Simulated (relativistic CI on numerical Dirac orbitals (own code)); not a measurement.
# One change at a time: Sn33+

Base calculation: Dirac-Coulomb-Breit CI, separate exchange-only KLI orbitals for each configuration, a model potential for QED, unscaled Slater integrals.

CI space (outside the closed core [Ne]): 3s2 3p5, 3s 3p6, 3s2 3p4 3d, 3s 3p5 3d, 3p6 3d, 3s 3p4 3d2, 3s2 3p3 3d 4p, 3p6 4s, 3s 3p4 3d 4s, 3s2 3p4 4s, 3p6 4p, 3s2 3p4 4p, 3s2 3p3 3d2, 3s2 3p2 3d3, 3s 3p3 3d3, 3s2 3p2 3d2 4s, 3s2 3p2 3d2 4p. Double excitations out of closed p, d and f shells are left out; levels of such configurations are missing from the list, as are those of other unlisted configurations, and high levels can miss mixing partners.

Variants: (1) configuration mixing switched off. Shifts of the energy above 3s2 3p5 2P°_3/2, in cm⁻¹, for the lowest level and the first level of each name with at least 55 % of one term (blank where a level changes its place among those of its configuration and J or its character, or is not in the variant):

| Level | Base | Δ(1) |
| --- | --- | --- |
| 3s2 3p5 2P°_3/2 | 0 | 0 |
| 3s2 3p5 2P°_1/2 | 432970 | +3844 |
| 3s2 3p4 3d 4D_5/2 | 1146515 | -18774 |
| 3s2 3p4 3d 4F_9/2 | 1258714 | -22281 |
| 3s2 3p4 3d 4D_1/2 | 1513776 |  |
| 3s2 3p4 3d 2G_7/2 | 1628064 | -18218 |
| 3s2 3p4 3d 2G_9/2 | 1715539 | -18239 |
| 3s 3p5 3d 4P°_1/2 | 2288227 | +96474 |

At this charge energies of transitions that change n are usually good to better than 1 %, and those within a shell (Δn = 0) to a few per cent.

Ionisation energy from the two ground configurations alone: base 2148.43 eV. The NIST ASD value (semi-empirical) is 2142.1 eV.

LS names give the leading component of a level, which can be under half, so a name can repeat, a term be missing and a line seem to break the LS rules.
